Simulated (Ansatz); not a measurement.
Ansatz results at the PBE0-D4/def2-TZVP geometry: HOMO energy (B3LYP/def2-TZVPP) -7.56 eV; zero-point energy (PBE0-D4/def2-TZVP) 59.2 kJ/mol; HOMO energy (PBE0/def2-TZVPP) -7.82 eV.

Each molecule was computed in one conformer, which needn't be the lowest.

(1) Which molecule gave them?
A. `[SiH3]C#CS`
B. `BB`
C. `C#[C][Al]([OH])[OH]`
D. `F[SiH](S)I`

Results:

(1) D. The others give `C#[C][Al]([OH])[OH]`: -8.04, 122.1, -8.30; `BB`: -8.46, 100.8, -8.65; `[SiH3]C#CS`: -6.79, 114.4, -7.02.

B3LYP here is the variant with VWN-RPA as its local correlation; programs differ in this.
